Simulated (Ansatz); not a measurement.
The cluster Be₇O₇, relaxed as a singlet with RKS PBE0-D4/def2-SVP in Ansatz, starting from the GFN1-xTB geometry. Force threshold 0.02 eV/Å.

The structure comes from a short search, and lower isomers may exist.

Start:

Cartesian coordinates in Å:
```
Be 2.144 1.872 -1.436
Be 3.047 -0.517 -0.391
Be -0.415 2.867 -1.417
Be 1.705 -2.514 0.961
Be -0.961 -2.623 1.606
Be -2.640 1.662 -0.327
Be -2.880 -0.745 1.004
O 2.673 -1.698 0.311
O -3.098 0.513 0.376
O 2.917 0.751 -1.022
O 0.427 -2.902 1.452
O -1.730 2.543 -0.977
O 0.983 2.678 -1.608
O -2.172 -1.887 1.469
```

```json
{"step": "1", "energy (eV)": "-17127.6584", "largest force component (eV/Å)": "1.005", "SCF passes": "15"}
{"step": "2", "energy (eV)": "-17127.8715", "largest force component (eV/Å)": "0.771", "SCF passes": "18"}
{"step": "3", "energy (eV)": "-17128.1712", "largest force component (eV/Å)": "0.069", "SCF passes": "17"}
{"step": "4", "energy (eV)": "-17128.1728", "largest force component (eV/Å)": "0.005", "SCF passes": "19"}
```

Force components are those of the run's own axes.

End:

```
atom   x (Å)   y (Å)   z (Å)
 Be1   2.085   1.791  -1.392
 Be2   3.004  -0.504  -0.374
 Be3  -0.409   2.740  -1.361
 Be4   1.666  -2.421   0.923
 Be5  -0.931  -2.517   1.526
 Be6  -2.591   1.623  -0.302
 Be7  -2.824  -0.713   0.980
  O8   2.756  -1.723   0.323
  O9  -3.192   0.537   0.400
 O10   3.002   0.757  -1.040
 O11   0.435  -2.917   1.446
 O12  -1.773   2.575  -0.981
 O13   0.991   2.676  -1.627
 O14  -2.219  -1.905   1.478
```

By distances, no bond broke or formed. The bond that changes most is Be2–O10, from 1.42 to 1.43 Å (atoms count from 1). The end is the same structure that another start reached, the lowest one found.

No frequencies were taken in this run, so the end may be a saddle point.

Run time 11 s (4 threads of Arm Neoverse V2 on a shared host).
